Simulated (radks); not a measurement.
Results of a calculation; reference values are marked as such.
Question: Excited configurations of Be I: one electron is placed in a higher orbital outside [He] 2s1. The ground configuration is [He] 2s2. Code: a radial shooting solver on a logarithmic mesh with Libxc functionals. Model: Dirac Kohn-Sham, PBEsol, spin-unpolarised, spherical densities, finite nucleus; open shells are shared between the two j in proportion to 2j + 1; Fermi nuclear charge, rms radius 2.519 fm. Excitation = E - E(ground); binding = E(ion) - E, where the ion is the core of charge +1; n* = 1/sqrt(2 binding) in atomic units, and the quantum defect is n - n*. Eigenvalue and <r> are those of j = l + 1/2.

| outer orbital | excitation (eV) | binding (eV) | n* | quantum defect | eigenvalue (eV) | <r> (bohr) |
|---|---|---|---|---|---|---|
| 2p | 3.594 | 5.864 | 1.523 | 0.477 | -2.495 | 3.109 |
| 3s | 6.673 | 2.784 | 2.211 | 0.789 | -1.609 | 7.553 |
| 3p | 7.306 | 2.151 | 2.515 | 0.485 | -1.161 | 8.911 |
| 5f | 8.839 | 0.618 | 4.691 | 0.309 | -0.359 | 29.86 |
| 6s | 8.872 | 0.586 | 4.820 | 1.180 | -0.386 | 38.29 |

Estimate the row for 5p.

Answer: excitation (eV) 8.699; binding (eV) 0.759; n* 4.234; quantum defect 0.766; eigenvalue (eV) -0.478; <r> (bohr) 28.38. The Delta-SCF ionisation energy is 9.458 eV (NIST Atomic Spectra Database: 9.323 eV, measured). Self-interaction in the functional shifts the binding energies and quantum defects, so they are the method's values and not measured ones. Spin polarisation and multiplet splitting are left out, so open shells lie too high by an amount that depends on their filling.

Beside tabulated values, note that spin-unpolarised runs miss the spin-polarisation part of the exchange energy of open shells.
